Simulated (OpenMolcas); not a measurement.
**3s2 3p4 along the 16-electron sequence**

```yaml
Program: OpenMolcas
Method: CASSCF
Basis: ANO-R3
Scalar_Hamiltonian: X2C, finite nucleus
Spin-orbit_coupling: RASSI with atomic mean-field integrals over the reference wave functions, term energies averaged over their components
```

Active space for each ion: 6 electrons in 4 orbitals (3s 3p).

Computed levels in cm-1 above 3P2:

```json
{"Level": "3P1", "S": "369", "Cl+": "649", "Ar2+": "1041"}
{"Level": "3P0", "S": "539", "Cl+": "936", "Ar2+": "1480"}
{"Level": "1D2", "S": "11724", "Cl+": "14429", "Ar2+": "16987"}
{"Level": "1S0", "S": "21436", "Cl+": "26655", "Ar2+": "31674"}
{"Level": "weight of 3P in the lowest level (%)", "S": "100", "Cl+": "100", "Ar2+": "100"}
```

Measured, with the error of the calculation in %. Measured levels: S, Cl+ from NIST Handbook of Basic Atomic Spectroscopic Data; Ar2+ from Saloman, J. Phys. Chem. Ref. Data 39, 033101 (2010).

```json
{"Level": "3P1", "S": "396 (-6.8)", "Cl+": "696 (-6.7)", "Ar2+": "1112 (-6.4)"}
{"Level": "3P0", "S": "574 (-6.1)", "Cl+": "996 (-6.0)", "Ar2+": "1570 (-5.7)"}
{"Level": "1D2", "S": "9239 (+26.9)", "Cl+": "11654 (+23.8)", "Ar2+": "14010 (+21.2)"}
{"Level": "1S0", "S": "22180 (-3.4)", "Cl+": "27878 (-4.4)", "Ar2+": "33266 (-4.8)"}
```

The fine-structure level 3P0 changes by a factor of 2.75 from S to Ar2+. Its fourth root runs 4.82, 5.53, 6.20, with steps per unit of Z of 0.71, 0.67; equal steps would mean a (Z - σ)^4 law with constant σ.

1D2 changes by a factor of 1.45 over the same range, with steps per unit of Z of +2700, +2560 cm-1.

Without dynamic correlation excited terms often stand tens of per cent too high (terms of higher spin than the ground term too low), and those without a measured partner can miss by more than the paired ones (holds for S; Cl+). No level of 3s 3p5 was computed, though it lies in the active space (holds for S). Measured partners are found by configuration, term and J. A level has none where our copy of the source lacks it or the pairing is in doubt (some pairs that miss far off the trend of their configuration count as doubtful), and it then counts in no deviation. Only configurations of the active space appear.
